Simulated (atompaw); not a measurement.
## Plane-wave convergence, PAW (atompaw) potential for H

H, PAW, made with atompaw 4.2.0.5 (PBE, non-relativistic). Core none, reference 1s0.5 (charge +0.5). Waves: 1s (bound): rc 1.20 bohr; 1s channel at 3.95 Ry: rc 1.20 bohr; 2p channel at 0.2 Ry: rc 1.20 bohr; 2p channel at 2.1 Ry: rc 0.85 bohr. Local part: ultrasoft scheme with l = 2 at 0 Ry, radius 0.95 bohr. Core correction: none. Augmentation charge: sinc compensation charge, radius 0.90 bohr; PAW radius 1.20 bohr; waves and projectors: custom polynom2 7 10 vanderbiltortho.

The pseudo-atom Hamiltonian at the reference potential is diagonalised in spherical Bessel functions j_l(qr) that vanish at 20 bohr, with q² up to the cutoff. All-electron valence levels (Ry): 1s -0.9320.

Question: How do the lowest levels (Ry) of each channel move with the cutoff, and are there ghosts?

Answer:

```tsv
cutoff (Ry)	s #1	s #2	p #1	d #1	d #2	f #1	f #2	Σ f·Δε (mRy)
8	-0.9024	-0.1264	-0.1200	-0.0093	0.0839	0.0426	0.1694	14.8
10	-0.9172	-0.1281	-0.1201	-0.0093	0.0839	0.0426	0.1694	7.4
12	-0.9253	-0.1289	-0.1202	-0.0093	0.0839	0.0426	0.1694	3.4
18	-0.9315	-0.1295	-0.1202	-0.0093	0.0839	0.0426	0.1694	0.3
21	-0.9318	-0.1296	-0.1202	-0.0093	0.0839	0.0426	0.1694	0.1
25	-0.9319	-0.1296	-0.1202	-0.0093	0.0839	0.0426	0.1694	0.0
400	-0.9320	-0.1296	-0.1202	-0.0093	0.0839	0.0426	0.1694	0.0
```

Result: no extra level below or beside the all-electron valence levels (s, p, d, f tested); 10 mRy is reached at 10 Ry and 1 mRy at 18 Ry.
